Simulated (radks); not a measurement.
Values are calculated unless marked as measured or tabulated.
Task: Species: Cu+. Configuration: [Ar] 3d10 (the NIST ground configuration). Level of theory: non-relativistic Kohn-Sham, PBE, spin-polarised, spherical densities, point nucleus (a radial shooting solver on a logarithmic mesh with Libxc functionals). Some entries of the table are withheld. Estimate them.

orbital  occ.  eigenvalue (hartree)  <1/r> (bohr^-1)  r(max) (bohr)
1s          2             -321.7412            28.51        0.03488
2s          2             -38.51917            6.193         0.1998
2p          6             -33.80728            6.156         0.1595
3s          2              -4.39133            1.957         0.6222
3p          6              -2.92800              (1)         0.6236
3d         10              -0.50536              (2)         0.6024

Result: 
(1) 3p <1/r> (bohr^-1): 1.824
(2) 3d <1/r> (bohr^-1): 1.388
